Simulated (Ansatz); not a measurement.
Program: Ansatz. Geometries: PBE0-D4/def2-TZVP. ΔE: electronic, gas phase. CCSD(T)/CBS is the MP2 limit (def2-TZVPP, def2-QZVPP) plus CCSD(T) − MP2 in def2-TZVPP, frozen cores. DFT in def2-TZVPP. B3LYP here is the variant with VWN-RPA as its local correlation; programs differ in this. One conformer a species, not always the lowest.

Consider the isomerisation: `CO[SiH]1C=N1` → `[SiH3]C1=NCO1`.

`CO[SiH]1C=N1`:

Cartesian coordinates in Å:
```
C -0.070 1.864 -0.046
O -0.002 0.598 0.576
Si -0.170 -0.826 -0.186
C 0.195 -2.352 0.603
N 1.147 -2.005 -0.194
H -0.587 2.553 0.623
H 0.939 2.243 -0.234
H -0.614 1.827 -0.996
H -0.993 -0.673 -1.400
H 0.155 -3.229 1.253
```

`[SiH3]C1=NCO1`:

```xyz
10

Si   -1.263    0.118   -1.329
C     0.038   -0.076    0.029
N     0.640   -1.103    0.519
C     1.310   -0.138    1.376
O     0.574    0.958    0.754
H    -2.468   -0.652   -0.943
H    -1.579    1.560   -1.451
H    -0.704   -0.406   -2.598
H     2.383   -0.039    1.206
H     1.070   -0.222    2.438
```

```tsv
level	ΔE (kJ/mol)
r2SCAN-D4	113.1
B3LYP-D4	115.2
ωB97M-V	116.9
r2SCAN	113.2
```

Problem. What does CCSD(T)/CBS give? (Estimate.)

Solution. Ansatz gave: +118.8 kJ/mol. The listed levels differ from it by -5.7, -3.6, -1.9, -5.6 kJ/mol.

Largest T1 diagnostic among the species: 0.015.

In def2-TZVPP, CCSD(T) changes the Hartree–Fock value by −14.4 kJ/mol (the triples alone add −3.8 kJ/mol) and MP2 by −8.1 kJ/mol. From PBE to PBE0 (25 % exact exchange), in def2-TZVPP and without D4, ΔE moves by +7.8 kJ/mol.
